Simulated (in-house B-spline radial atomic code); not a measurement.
## Two electrons outside the bare core: Ne IX (Ne8+)

Computed with a B-spline radial code for spherical atoms: configuration interaction (CI) of the two electrons, alone and with Breit and QED terms (there is no core, so MBPT adds nothing); no-pair Dirac Hamiltonian, finite nucleus. Labels give the configuration (outer n counted up each series) and the leading LS term, or the jj pair where no LS term holds 70 %.

Excitation energies (eV):

| level | purity of the LS term | CI alone | CI + MBPT + Breit + QED | Landé g of the LS mixture |
| --- | --- | --- | --- | --- |
| 1s2 1S0 | 1.0 | 0 | 0 | - |
| 1s2s 3S1 | 1.0 | 905.33 | 904.86 | 2.00 |
| 1s2p 3P°0 | 1.0 | 914.95 | 914.58 | - |
| 1s2p 3P°1 | 0.999 | 915.06 | 914.61 | 1.50 |
| 1s2p 3P°2 | 1.0 | 915.28 | 914.8 | 1.50 |
| 1s2s 1S0 | 1.0 | 915.57 | 915.17 | - |
| 1s2p 1P°1 | 0.999 | ? | ? | ? |
| 1s3s 3S1 | 1.0 | 1069.4 | 1068.9 | 2.00 |
| 1s3p 3P°0 | 1.0 | ? | ? | ? |
| 1s3p 3P°1 | 0.999 | 1072.1 | 1071.6 | 1.50 |
| 1s3p 3P°2 | 1.0 | 1072.1 | 1071.6 | 1.50 |
| 1s3s 1S0 | 1.0 | 1072.1 | 1071.6 | - |
| 1s3d 3D1 | 1.0 | 1073.5 | 1073.1 | 0.50 |
| 1s3d 3D2 | 0.955 | 1073.6 | 1073.1 | 1.16 |
| 1s3d 3D3 | 1.0 | 1073.6 | 1073.1 | 1.33 |
| 1s3d 1D2 | 0.955 | 1073.6 | 1073.1 | 1.01 |
| 1s3p 1P°1 | 0.999 | 1074.1 | 1073.6 | 1.00 |
| 1s4s 3S1 | 1.0 | 1125.5 | 1125 | 2.00 |
| 1s4p 3P°0 | 1.0 | 1126.5 | 1126.1 | - |
| 1s4p 3P°1 | 0.999 | 1126.6 | 1126.1 | 1.50 |

Problem. Where does 1s3p 3P°0 lie?

Solution. 1072 eV in CI alone and 1071.6 eV with all corrections.

Problem. Where does 1s2p 1P°1 lie?

Solution. 922.31 eV in CI alone and 921.8 eV with all corrections; g = 1.00.

Problem. What is the first ionisation energy?

Solution. 1195.6 eV to the 1s1/2 state of the next ion (1196.1 eV from CI alone). NIST lists 1195.8082 ± 0.0004 eV (tabulated theory).

Some electric-dipole lines (reduced elements in atomic units, length form; vacuum wavelengths from the computed energies):

| upper | lower | D bare (size) | D with core polarisation (size) | λ (nm) | A (s⁻¹) |
| --- | --- | --- | --- | --- | --- |
| 1s2p 3P°0 | 1s2s 3S1 | 0.324 | 0.324 | 127.59 | 1e+08 |
| 1s2p 3P°1 | 1s2s 3S1 | 0.562 | 0.562 | 127.19 | 1e+08 |
| 1s2p 3P°2 | 1s2s 3S1 | 0.726 | 0.726 | 124.76 | 1.1e+08 |
| 1s3s 3S1 | 1s2p 3P°0 | 0.0701 | 0.0701 | 8.034 | 6.4e+09 |
| 1s3p 3P°1 | 1s2s 3S1 | 0.299 | 0.299 | 7.4371 | 1.5e+11 |
| 1s3p 3P°2 | 1s2s 3S1 | 0.385 | 0.385 | 7.4347 | 1.5e+11 |
| 1s3d 3D1 | 1s2p 3P°0 | 0.416 | 0.416 | 7.8235 | 2.4e+11 |
| 1s3p 1P°1 | 1s2s 3S1 | 0.00739 | 0.00739 | 7.3496 | 9.3e+07 |
| 1s4s 3S1 | 1s2p 3P°0 | 0.0278 | 0.0278 | 5.893 | 2.5e+09 |
| 1s4p 3P°0 | 1s2s 3S1 | 0.0752 | 0.0752 | 5.605 | 6.5e+10 |

Weak lines are less accurate than strong ones.
